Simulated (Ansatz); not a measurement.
Spectroscopic constants of ZrAl, multiplicity 6 (an upper state: multiplicity 4 came lower at CCSD(T)/def2-TZVPP on PBE0 minima). No spin–orbit coupling. The T1 diagnostic near the minimum is 0.047, so single-reference values are doubtful.

Constants: fifth-degree fit in 1/R to seven points, most abundant isotopes. Runs in def2 and cc sets follow the lowest solution found near the PBE0 minimum.

Correlated levels freeze the inner cores; with def2 sets outer-core shells near the valence are correlated too.

The values were computed with Ansatz (Gaussian basis) for Hartree–Fock, density functionals and correlated methods. Values without a source in brackets are computed. In def2 rows elements past Kr take small-core potentials, without spin–orbit coupling.

Energies at CCSD/def2-TZVPP:

```
R (Å)       E (hartree)
--------  -------------
2.432429  -288.68446651
2.497817  -288.68794268
2.557974  -288.68960593
2.625977  -288.69003304
2.693981  -288.68920153
2.772446  -288.68696479
2.863989  -288.68289615
```

Task: With a reduced mass of 20.7532 u, find the minimum, the force constant and the constants.

Result: A fifth-degree polynomial in 1/R puts the minimum at r_e = 2.6129 Å with force constant 123 N/m. Then ω_e = (1/2πc)√(k/μ) = 317 cm⁻¹ and B_e = h/(8π²cμr_e²) = 0.1190 cm⁻¹; the cubic and quartic terms give α_e = 0.00046 and ω_e x_e = 0.35 cm⁻¹.

Doubts at one or more of the structures used: T1 above 0.05 (CCSD/def2-TZVPP).

Ansatz is a quantum-chemistry and plane-wave program.
